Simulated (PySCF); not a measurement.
BeCl2, SMILES [Cl][Be][Cl].

Geometry optimised at B3LYP-D3(BJ)/def2-TZVP. The isomer is the one that the SMILES or the coordinates give; other isomers of the formula were not compared.

Computed with B3LYP/def2-TZVPD (PySCF).

The total energy comes out as -935.35816 hartree and the point group is D∞h. The highest occupied level is -9.31 eV and the lowest empty level comes out as -0.88 eV. The orbital gap is 8.42 eV and the dipole moment comes out as 0.000 e·Å. The quadrupole, principal values (traceless, Buckingham form, about the centre of nuclear charge) comes out as -5.05, 2.53, 2.53 D·Å and the mean static polarisability is 42.4 bohr³ (6.28 Å³). The polarisability, principal values is 35.7, 35.7, 55.8 bohr³.
